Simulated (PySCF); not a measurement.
From one molecule to another.

First species: methyl propyl ketone, C5H10O.
SMILES: `CCCC(C)=O`

Second species: BMe2I, C2H6BI.
Geometry (PBE0-D3(BJ)/def2-SVP, Å), atoms numbered from 1 in this order:
```xyz
10
C2H6BI angstrom
B     -0.244   -0.419   -0.002
C      1.314   -0.486   -0.010
H      1.624   -0.476    1.054
H      1.766    0.406   -0.471
H      1.738   -1.397   -0.454
C     -1.065    0.907    0.011
H     -1.243    1.167   -1.051
H     -0.498    1.746    0.445
H     -2.053    0.834    0.486
I     -1.337   -2.281   -0.008
```

Levels: B3LYP/def2-SVPD for dipole moment, HOMO energy, LUMO energy, HOMO–LUMO gap and static isotropic polarisability; TDDFT B3LYP/def2-SVPD for lowest singlet excitation; TDA B3LYP/def2-SVPD for lowest triplet excitation (Tamm–Dancoff); ΔSCF B3LYP/def2-SVPD for vertical ionisation energy; PBE0-D3(BJ)/def2-SVP for rotational constant A and rotational constant C. Geometries: PBE0-D3(BJ)/def2-SVP. Each structure is a single optimised conformer of the isolated species (atoms past krypton carry core potentials, spin–orbit coupling is left out). Electronic properties by PySCF.

The conformers computed, where there is a choice (atom-mapped SMILES and torsion angles):
- `[CH3:1][CH2:2][CH2:3][C:4]([CH3:5])=[O:6]`: C1–C2–C3–C4 179°, C2–C3–C4–C5 178°

Values for the first species:

```
Dipole moment                            : 2.85 D
HOMO energy                              : -7.02 eV
LUMO energy                              : -0.71 eV
HOMO–LUMO gap                            : 6.31 eV
Lowest singlet excitation                : 4.46 eV
Lowest triplet excitation (Tamm–Dancoff) : 3.89 eV
Static isotropic polarisability          : 66.1 au
Vertical ionisation energy               : 9.47 eV
Rotational constant A                    : 8.430 GHz
Rotational constant C                    : 1.541 GHz
```

Question: Estimate the same properties for the second species, and the change in each.

Answer: 
```tsv
property	first	second	second less first
dipole moment	2.85 D	1.87 D	-0.98 D
HOMO energy	-7.02 eV	-6.97 eV	+0.05 eV
LUMO energy	-0.71 eV	-1.35 eV	-0.64 eV
HOMO–LUMO gap	6.31 eV	5.62 eV	-0.69 eV
lowest singlet excitation	4.46 eV	4.49 eV	+0.03 eV
lowest triplet excitation (Tamm–Dancoff)	3.89 eV	4.35 eV	+0.46 eV
static isotropic polarisability	66.1 au	76.9 au	+10.8 au
vertical ionisation energy	9.47 eV	9.43 eV	-0.04 eV
rotational constant A	8.430 GHz	7.493 GHz	-0.937 GHz
rotational constant C	1.541 GHz	1.676 GHz	+0.135 GHz
```

On the first: In atomic units the dipole is 1.12 e·bohr (1 au = 2.5417 D). The vertical singlet–triplet gap S1 − T1 is 0.57 eV (TDDFT singlet less Tamm–Dancoff triplet; S1: HOMO→LUMO, weight 0.99; T1: HOMO→LUMO, weight 0.98).

On the second: In wavenumbers S1 is 36200 cm⁻¹ (1 eV = 8065.54 cm⁻¹). The dipole matches unit charges of opposite sign 0.39 Å apart (1 e·Å = 4.8032 D). Atoms past krypton carry effective core potentials; spin–orbit coupling is left out.
